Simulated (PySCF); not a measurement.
Working out the ionisation energy of Zn+

Zn+ [Ar] 3d10 4s1 (2S) → Zn(2+) [Ar] 3d10 (1S). Computed with PySCF 2.14 in ANO-RCC-VTZP, with scalar relativity by spin-free X2C-1e. Frozen: [Ar]. Energies in hartree (1 hartree = 27.21139 eV):

```json
{"part": "UHF", "Zn+ (lower)": "-1793.980569", "Zn(2+) (upper)": "-1793.359904"}
{"part": "CCSD correlation", "Zn+ (lower)": "-0.425510", "Zn(2+) (upper)": "-0.392265"}
{"part": "(T)", "Zn+ (lower)": "-0.012249", "Zn(2+) (upper)": "-0.009443"}
```

Task: What does Hartree-Fock give?

Result: (-1793.359904) − (-1793.980569) = 0.620665 hartree = 16.889 eV.

Task: What do CCSD and CCSD(T) give?

Result: The CCSD correlation energies differ by 0.033245 hartree = 0.905 eV and the triples by 0.002806 hartree = 0.076 eV, so CCSD gives 17.794 eV and CCSD(T) 17.870 eV.

Measured between the centres of the two terms (NIST): 17.964 eV, so CCSD(T) (valence) is off by -0.094 eV.

What remains against the reference includes basis incompleteness, the frozen core and higher excitations.
